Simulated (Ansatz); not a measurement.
The cluster Zn₂Te⁺. Charge 1, multiplicity 2. Geometry PBE-D4/def2-TZVP, that of the neutral singlet.

```xyz
3

Zn    0.4783   -1.8650   -1.6701
Zn   -0.4798    1.8623    1.6733
Te    0.0015    0.0027   -0.0031
```

In the def2 sets Te takes a core potential; there is no spin–orbit coupling. At r2SCAN-D4/def2-TZVP the charge 1 doublet is spin-contaminated (final ⟨S²⟩ up to 0.92, 0.75 for a pure state). The structure comes from a short search, and lower isomers may exist.

**Question.** Estimate the α-spin orbital energies around the gap (eV) in Ansatz with PBE-D4/def2-TZVP, r2SCAN-D4/def2-TZVP, PBE0-D4/def2-TZVP.

**Answer.** 
```
orbital  PBE-D4/def2-TZVP  r2SCAN-D4/def2-TZVP  PBE0-D4/def2-TZVP
 HOMO−5            -16.65               -17.03             -19.45
 HOMO−4            -16.62               -16.99             -19.34
 HOMO−3            -13.76               -14.06             -14.83
 HOMO−2            -11.68               -12.13             -12.77
 HOMO−1            -10.78               -11.03             -11.77
   HOMO            -10.62               -10.70             -10.92
   LUMO             -8.77                -8.64              -8.12
 LUMO+1             -6.17                -5.97              -5.41
 LUMO+2             -6.00                -5.79              -5.24
 LUMO+3             -5.17                -4.83              -4.38
 LUMO+4             -4.99                -4.65              -4.21
 LUMO+5             -4.58                -4.17              -3.75
 β HOMO            -10.50               -10.66             -10.88
 β LUMO            -10.35               -10.05              -9.31
```
